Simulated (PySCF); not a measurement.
SMILES OB(O)c1ccc([SiH3])cc1 (C6H9BO2Si), GFN2-xTB optimised geometry.

```
19

Si    -1.84    -2.89     0.02
C     -0.85    -1.29     0.00
C      0.43    -1.24    -0.53
C      1.17    -0.07    -0.53
C      0.65     1.11     0.00
C     -0.64     1.06     0.53
C     -1.37    -0.11     0.53
B      1.50     2.46     0.00
O      0.91     3.68     0.00
O      2.85     2.46     0.00
H     -1.54    -3.65    -1.20
H     -1.45    -3.68     1.20
H     -3.27    -2.58     0.08
H      0.86    -2.14    -0.96
H      2.16    -0.07    -0.96
H     -1.07     1.96     0.96
H     -2.36    -0.11     0.96
H     -0.04     3.68    -0.01
H      3.27     1.60     0.01
```

Density from CAM-B3LYP/def2-SVP (PySCF 2.14.0) at that geometry.

Minimum of the electron density along straight lines between bonded atoms, close to the bond critical point (lines longer than 1.1 times the sum of covalent radii, or with two minima, are not listed):

```
bond     length / Å  ρ at the minimum / e bohr⁻³  ∇²ρ there / e bohr⁻⁵  position (fraction from the first atom)
-------  ----------  ---------------------------  --------------------  ---------------------------------------
Si1–C2        1.886                        0.114                  0.34                                     0.38
C2–C3         1.392                        0.309                 -0.78                                     0.50
C3–C4         1.381                        0.317                 -0.83                                     0.50
C4–C5         1.396                        0.308                 -0.78                                     0.51
C5–C6         1.396                        0.308                 -0.78                                     0.49
C2–C7         1.392                        0.309                 -0.78                                     0.50
C6–C7         1.382                        0.317                 -0.83                                     0.50
C5–B8         1.593                        0.178            (withheld)                                     0.68
B8–O9         1.353                        0.207                  1.12                                     0.33
B8–O10        1.353                        0.207                  1.12                                     0.33
Si1–H11       1.465                        0.117                  0.34                                     0.49
Si1–H12       1.466                        0.117                  0.33                                     0.49
Si1–H13       1.464                        0.117                  0.33                                     0.49
C3–H14        1.082                        0.284                 -1.09                                     0.63
C4–H15        1.083                        0.282                 -1.06                                     0.63
C6–H16        1.083                        0.282                 -1.06                                     0.63
C7–H17        1.082                        0.284                 -1.09                                     0.63
O9–H18        0.956                        0.359                 -2.43                                     0.82
O10–H19       0.956                        0.359                 -2.43                                     0.82
```

**Question.** Complete the blanks.

**Answer.** 
- C5–B8, ∇²ρ there / e bohr⁻⁵: -0.18
